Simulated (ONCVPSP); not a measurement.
# Before and after: ONCV potential for antimony (Sb)

antimony (Sb), optimised norm-conserving Vanderbilt (ONCV), made with ONCVPSP 4.0.1 (PW91, scalar-relativistic). Core [Ar] 3d10, reference 4s2 4p6 4d10 5s2 5p3. Waves: 4s+5s: rc 1.30 bohr, ncon 3, nbas 7, qcut 7.2 1/bohr, 3 projectors, debl 4 Ha; 4p+5p: rc 1.60 bohr, ncon 4, nbas 8, qcut 7.5 1/bohr, 3 projectors, debl 3.5 Ha; 4d: rc 1.00 bohr, ncon 4, nbas 7, qcut 10.5 1/bohr, 1 projector. Local part: polynomial inside 0.95 bohr (lpopt 5, dvloc0 4 Ha). Core correction: Teter function, fcfact 1.5, rcfact 1.6.

Change: core [Kr] 4d10, valence charge 5; reference 5s2 5p1; waves now 5s: rc 1.80 bohr, ncon 5, nbas 8, qcut 3.8 1/bohr, 3 projectors, debl 2.3 Ha; 5p: rc 1.60 bohr, ncon 4, nbas 7, qcut 4.2 1/bohr, 3 projectors, debl 2.9 Ha; local potential polynomial inside 1.50 bohr (lpopt 4, dvloc0 0 Ha).

Cutoffs: the cutoffs (Ha) at which the residual kinetic energy of the hardest occupied pseudo-wave falls to 1 and 0.1 mHa per electron; they do not see the model core or the augmentation charge, which bear on the density cutoff. Errors are all-electron minus pseudo energies relative to the spin-unpolarised reference configuration.

Question: What does the change do?

Answer: The potential gets harder (49 Ha and 60 Ha → 54 Ha and 73 Ha); a bound ghost appears in p, s, which as a rule spoils a file. Several settings change at once here, so the effects cannot be laid on one of them.

```csv
quantity,base,changed
"cutoff, loose",49 Ha,54 Ha
"cutoff, tight",60 Ha,73 Ha
bound ghosts,none,"s, p"
GHOST(+) flags under 300 eV,none,none
"largest error over its own tests, meV",-84,-147
p: phases at 1.62 bohr within 0.05 rad from the reference energy up to (Ha; the scan ends near 5),to the end of the scan,to the end of the scan
"rms error of d²Exc/dni dnj with the model core, mHa",0.82,2.57
```

 A true bound ghost makes a file unfit for plane-wave use even where its test errors are small: the radial tests pick states by their node count and pass the ghost by.
